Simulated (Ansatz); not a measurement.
Frontier orbitals of C2H5BrO, SMILES `CC(O)Br`.

Total charge 0; spin multiplicity 1. Correlated methods include outer-core shells of Br, which these sets cover unevenly. Scalar relativity is left out up to krypton. Geometry: relaxed with PBE0-D4/def2-TZVP. It is one conformer, not always the lowest. Basis def2-TZVPP, the Gaussian-basis code of Ansatz.

```
             functional  HOMO (eV)  LUMO (eV)  gap (eV)
                    PBE      -6.53      -1.10      5.43
                   PBE0      -7.85      -0.10      7.75
                r2SCANh      -7.32      -0.48      6.84
HSE06 (plane-wave form)      -7.45      -0.48      6.97
                LC-ωPBE     -10.64       2.21     12.85
                ωB97M-V     -10.13       1.86     11.99
```

From PBE to PBE0 the HOMO moves by −1.33 eV and the LUMO by +1.00 eV, and with ωB97M-V by −3.60 and +2.96 eV, so the gap grows from 5.43 to 11.99 eV with exact exchange. A positive LUMO is unbound and depends on the basis.

LC-ωPBE has ω = 0.4 bohr⁻¹.
